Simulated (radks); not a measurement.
Q: Species: Br2+. Configuration: [Ar] 3d10 4s1.5 4p3.5 (fractional occupations, a model configuration). All-electron calculation, Dirac Kohn-Sham, BLYP, spin-unpolarised, spherical densities, point nucleus; open shells are shared between the two j in proportion to 2j + 1. Program: a radial shooting solver on a logarithmic mesh with Libxc functionals. Some entries of the table are withheld. Estimate them.

orbital     occ.  eigenvalue (hartree)  r(max) (bohr)
1s1/2          2             -490.3063        0.02791
2s1/2          2                   (1)            (2)
2p1/2          2                   (3)         0.1252
2p3/2          4                   (4)         0.1284
3s1/2          2              -9.64669         0.4840
3p1/2          2                   (5)         0.4751
3p3/2          4                   (6)         0.4838
3d3/2          4              -3.38205            (7)
3d5/2          6              -3.34199            (8)
4s1/2        1.5              -1.54864          1.382
4p1/2    1.16667                   (9)          1.554
4p3/2    2.33333                  (10)          1.581

A: 
(1) 2s1/2 eigenvalue (hartree): -64.59068
(2) 2s1/2 r(max) (bohr): 0.1593
(3) 2p1/2 eigenvalue (hartree): -58.26757
(4) 2p3/2 eigenvalue (hartree): -56.52034
(5) 3p1/2 eigenvalue (hartree): -7.44868
(6) 3p3/2 eigenvalue (hartree): -7.19689
(7) 3d3/2 r(max) (bohr): 0.4287
(8) 3d5/2 r(max) (bohr): 0.4314
(9) 4p1/2 eigenvalue (hartree): -1.06137
(10) 4p3/2 eigenvalue (hartree): -1.03700
